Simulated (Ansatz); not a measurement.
`[OH][Ti]([OH])([F])[Cl]` + HCl → `[OH][Ti]([F])([Cl])[Cl]` + H₂O  (ligand exchange at a Ti–O bond)

Program: Ansatz. Geometries: PBE0-D4/def2-TZVP. ΔE: electronic, gas phase. CCSD(T)/CBS adds triple-zeta CCSD(T) − MP2 to the extrapolated MP2 energy (def2 sets, frozen cores). This one scheme is used for every species. Functionals use def2-TZVPP. For Ti outer-core shells are correlated without core-valence functions, which leaves a few kJ/mol of doubt a bond. Scalar relativity is left out up to krypton. Each species was taken in one conformer, which may not be the lowest.

| species | BLYP-D4 energy (Eh) |
| --- | --- |
| `[OH][Ti]([OH])([F])[Cl]` | -1561.58978 |
| HCl | -460.81454 |
| `[OH][Ti]([F])([Cl])[Cl]` | -1945.96296 |
| H₂O | -76.44924 |

Problem. Work out ΔE.

Solution. ΔE = (-1945.96296) + (-76.44924) − (-1561.58978) − (-460.81454) = -0.00788 Eh = -20.7 kJ/mol. CCSD(T)/CBS gives -24.7 kJ/mol.

Largest T1 diagnostic among the species: 0.024, so the coupled-cluster value is less sure than usual.

In def2-TZVPP, CCSD(T) changes the Hartree–Fock value by −4.8 kJ/mol (the triples alone add −4.9 kJ/mol) and MP2 by −11.5 kJ/mol. Leaving LDA and LC-ωPBE aside and taking each functional with its dispersion term where it has one, the values, not all of them listed here, spread over 11.6 kJ/mol, from PBE-QIDH to CAM-B3LYP-D4. At CCSD(T), def2-SVP lies +17.8 kJ/mol from the extrapolated value and def2-TZVPP +4.6 kJ/mol.
